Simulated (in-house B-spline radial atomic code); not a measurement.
## Excitations of Rb⁷⁺ by several methods

Full response, energies in eV; labels give the largest channel, * marks a mixed state, a dash one above the method's threshold, and an imaginary frequency an unstable closed-shell reference. Computed with an all-electron radial atomic-structure program (B-spline basis): linear response of the closed shell [Ar] 3d10 4s2 with each method's own kernel (bare exchange for TDHF, static screening on G0W0 levels for BSE, the adiabatic kernel for functionals); scalar-relativistic (spin-free one-electron X2C), finite nucleus, no spin-orbit coupling, no double excitations, S, P, D and F terms only; shells from n = 2 respond. Only terms of natural parity with L up to 3 were computed.

```csv
method,4s → 4p 3P,4s → 4p 1P,4s → 4d 3D,α (bohr³)
TDHF,15.078,22.933,47.82,2.36
BSE on G0W0@HF,16.678,23.872,50.39,2.161
LDA VWN5,17.970,24.360,48.52,2.08
PBE,17.636,24.202,47.90,2.114
PBE0,17.101,23.814,47.99,2.183
B3LYP (VWN-RPA),?,?,?,?
CAM-B3LYP,17.206,24.138,48.01,2.127
LC-wPBE,17.198,23.889,48.12,2.162
wB97X,18.068,23.982,49.12,2.151
HSE06,?,?,?,?
BHandHLYP,16.553,23.755,47.87,2.198
BLYP,17.500,24.436,47.58,2.076
PBEsol,17.406,24.044,47.80,2.137
BP86,17.497,24.086,47.86,2.132
LDA exchange-only,17.203,24.372,47.62,2.082
B97-1,17.657,23.855,48.57,2.175
RPBE,17.246,23.930,47.50,2.161
OLYP,16.140,23.544,46.47,2.224
```

Task: What does B3LYP (VWN-RPA) give?

Result: 4s → 4p 3P: 17.225; 4s → 4p 1P: 24.143; 4s → 4d 3D: 47.85; α: 2.126 (eV, bohr³).

Task: What does HSE06 give?

Result: 4s → 4p 3P: 17.182; 4s → 4p 1P: 23.873; 4s → 4d 3D: 48.08; α: 2.173 (eV, bohr³).
